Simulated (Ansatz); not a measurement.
`N=[C](F)[AlH2]` + `BN` → `BNC(=N)F` + `[AlH3]` at 400 K and 1 bar (substitution at a C–Al bond).

Calculated with Ansatz (gas phase, PBE0-D4/def2-TZVP geometries, no zero-point term in ΔE). CCSD(T)/CBS is the MP2 limit (def2-TZVPP, def2-QZVPP) plus CCSD(T) − MP2 in def2-TZVPP, frozen cores. This one scheme is used for every species. Each species was taken in one conformer, which may not be the lowest.

```csv
species,CCSD(T)/CBS energy (Eh),H − E (kJ/mol),S (J/(mol·K))
`N=[C](F)[AlH2]`,-436.32212,121.4,335.3
`BN`,-81.93499,142.5,243.5
`BNC(=N)F`,-274.46558,191.8,331.2
`[AlH3]`,-243.78045,63.6,220.9
```

H − E and S are ideal-gas, rigid-rotor, harmonic terms from PBE0-D4/def2-TZVP, for one conformer and one mirror image of each species. 1 Eh = 2625.50 kJ/mol, R = 8.31446 J/(mol·K).

Task: By hand: ΔE, ΔH, ΔS and ΔG.

Result: ΔE = (-274.46558) + (-243.78045) − (-436.32212) − (-81.93499) = 0.01108 Eh = 29.1 kJ/mol. Δ(H − E) = 191.8 + 63.6 − 121.4 − 142.5 = -8.5, so ΔH = 20.6 kJ/mol. ΔS = 331.2 + 220.9 − 335.3 − 243.5 = -26.7 J/(mol·K). ΔG = 20.6 − 400 × (-26.7)/1000 = 31.3 kJ/mol.

Task: By hand: the equilibrium constant, and the temperature at which ΔG would vanish if ΔH and ΔS stayed fixed.

Result: log₁₀ K = −ΔG/(RT ln 10) = -4.1. ΔH and −TΔS have one sign here, so there is no such temperature.

TΔS isn't small against ΔH here. A doubt of 5 kJ/mol in ΔE shifts log₁₀ K by 0.7 here. Other conformers and mirror images would add mixing entropy, several J/(mol·K) or more a flexible species. These are equilibria of isolated gas molecules and say nothing of rates. Largest T1 diagnostic: 0.014 (customary marks: 0.02 for closed shells, 0.045 for open ones).
